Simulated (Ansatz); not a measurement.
`[AlH2][BH][GeH3]` + `[CH3][AlH][SH]` → `[CH3][AlH][S][GeH3]` + `[BH2][AlH2]` at 400 K and 1 bar (cleavage of the Ge–B bond).

Gas-phase electronic energies from Ansatz, PBE0-D4/def2-TZVP geometries. CCSD(T)/CBS adds triple-zeta CCSD(T) − MP2 to the extrapolated MP2 energy (def2 sets, frozen cores). This one scheme is used for every species. For Ge outer-core shells are correlated without core-valence functions, which leaves a few kJ/mol of doubt a bond. Scalar relativity is left out up to krypton. Each species was taken in one conformer, which may not be the lowest.

```tsv
species	CCSD(T)/CBS energy (Eh)	H − E (kJ/mol)	S (J/(mol·K))
`[AlH2][BH][GeH3]`	-2346.45558	157.2	384.5
`[CH3][AlH][SH]`	-680.89694	163.7	347.3
`[CH3][AlH][S][GeH3]`	-2758.22792	217.7	429.9
`[BH2][AlH2]`	-269.14094	105.2	282.1
```

H − E and S are ideal-gas, rigid-rotor, harmonic terms from PBE0-D4/def2-TZVP, for one conformer and one mirror image of each species. 1 Eh = 2625.50 kJ/mol, R = 8.31446 J/(mol·K).

Q: By hand: ΔE, ΔH, ΔS and ΔG.

A: ΔE = (-2758.22792) + (-269.14094) − (-2346.45558) − (-680.89694) = -0.01634 Eh = -42.9 kJ/mol. Δ(H − E) = 217.7 + 105.2 − 157.2 − 163.7 = 2.0, so ΔH = -40.9 kJ/mol. ΔS = 429.9 + 282.1 − 384.5 − 347.3 = -19.8 J/(mol·K). ΔG = -40.9 − 400 × (-19.8)/1000 = -33.0 kJ/mol.

Q: By hand: the equilibrium constant, and the temperature at which ΔG would vanish if ΔH and ΔS stayed fixed.

A: log₁₀ K = −ΔG/(RT ln 10) = 4.3. ΔG = 0 at ΔH/ΔS = 2066 K, though so small a ΔS makes that figure unsure.

ΔH outweighs TΔS. A doubt of 5 kJ/mol in ΔE shifts log₁₀ K by 0.7 here. Other conformers and mirror images would add mixing entropy, several J/(mol·K) or more a flexible species. Modes under 60 cm⁻¹, often nearly free rotors, make the harmonic entropy too high. These are equilibria of isolated gas molecules and say nothing of rates. Largest T1 diagnostic: 0.013 (customary marks: 0.02 for closed shells, 0.045 for open ones).
